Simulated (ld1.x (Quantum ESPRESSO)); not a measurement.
chromium (Cr), TM semilocal: configuration errors across variants

| Property | Result |
| --- | --- |
| Element | chromium (Cr) |
| Generator | ld1.x (Quantum ESPRESSO) 7.5 |
| Type | norm-conserving Troullier–Martins (semilocal form) |
| Functional | PBEsol |
| Relativity | scalar-relativistic |
| Frozen core | [Ar] |
| Valence charge | 6 |
| Reference configuration | 3d4 4s2 4p0 |
| Partial waves | 4s (bound): rc 2.65 bohr; 3d (bound): rc 1.25 bohr; 4p (bound, empty): rc 3.60 bohr |
| Local potential | the p channel |
| Core correction | Bessel-smoothed model core, default radius (core density twice the valence density) |

All-electron excitation energies from the reference (eV): (1) 3d5 4s1 4p0 0.094; (2) 3d5 4s0 4p0 6.966; (3) 3d4 4s0 4p0 22.980; (4) 3d3 4s0 4p0 53.686; (5) 3d5 4s0 4p1 3.236; (6) 3d2 4s0 4p0 102.004; (7) 3d5 4s0.5 4p0 2.800.

In the semilocal form every listed channel keeps its own potential, so the choice of the local channel does not act on these tests. It acts once the file is put into the separable form.

A semilocal file is local in each channel, so a ghost entry of none says nothing of the separable form that plane-wave codes build from it.

The default core radius of the base comes out at 1.28 bohr.

3 further variants failed, have other tests or another functional or relativity, and are left out.

A true bound ghost makes a file unfit for plane-wave use even where its test errors are small: the radial tests pick states by their node count and pass the ghost by.

Errors AE − PS in meV (a dash: test not solved or not reliable):

```tsv
change	(1)	(2)	(3)	(4)	(5)	(6)	(7)	bound ghosts
base	-132	-263	-54	-279	-176	-1737	-188	none
core correction Bessel-smoothed model core inside 1.34 bohr	-132	-262	-54	-278	-176	-1731	-187	none
wave 3d (bound): rc 1.25 bohr becomes 3d (bound): rc 0.84 bohr	-131	-264	-57	-268	-177	-1766	-188	none
all radii but the core radius scaled by about 0.88 (s 2.34, p 3.18, d 1.10 bohr)	-136	-273	-55	-256	-183	-1714	-194	none
wave 4p (bound): rc 3.60 bohr becomes 4p (bound): rc 5.14 bohr	-132	-263	-54	-279	-181	-1737	-188	none
form changed from semilocal to separable (Kleinman–Bylander), still TM	-305	-443	-63	-646	-329	-2716	-365	s
core correction Bessel-smoothed model core inside 1.16 bohr	-132	-263	-54	-279	-177	-1741	-188	none
local potential the d channel	-132	-263	-54	-279	-176	-1737	-188	none
```

Task: Give the same row for: wave 4s (bound): rc 2.65 bohr becomes 4s (bound): rc 2.02 bohr.

Result: -123, -244, -47, -296, -161, -1791, -176; bound ghosts: none.
